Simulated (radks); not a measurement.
Fractional charge and spin in the 4s shell of manganese: the spin-up occupation runs from 0 to 1 and the spin-down occupation from 0 to 1; the fullest corner is Mn, [Ar] 3d(up 2.5, down 2.5) 4s(up 1, down 1). Method: scalar-relativistic Kohn-Sham, r2SCAN, spin-polarised, spherical densities, finite nucleus; meta-GGA in the generalised Kohn-Sham scheme; Fermi nuclear charge, rms radius of each element as measured or else 0.836 A^(1/3) + 0.57 fm; computed with a radial shooting solver on a logarithmic mesh with Libxc functionals. Energy (eV) above the fullest corner. The planes named below are the two flat planes that join the four corners, with an edge along up + down = one added electron.

| down \ up | 0 | 0.25 | 0.5 | 0.75 | 1 |
|---|---|---|---|---|---|
| 0 | 23.685 | 19.210 | 15.094 | 11.348 | 7.982 |
| 0.25 | 19.210 | 15.245 | 11.635 | 8.380 | 5.498 |
| 0.5 | 15.094 | 11.635 | 8.517 | 5.744 | 3.335 |
| 0.75 | 11.348 | 8.380 | 5.744 | 3.446 | 1.499 |
| 1 | 7.982 | 5.498 | 3.335 | 1.499 | 0.000 |

Corners above the fullest one (they belong to Mn+ and the next ion): (up 1, down 0) 7.982 eV, (up 0, down 1) 7.982 eV, (up 0, down 0) 23.685 eV. With half an added electron in each spin the energy lies 0.534 eV from the planes, and with half an added electron in spin up alone -0.740 eV. The planes are only a guide here: the flat-plane condition holds for ground states with one frontier orbital, while other shells are open and held unpolarised.
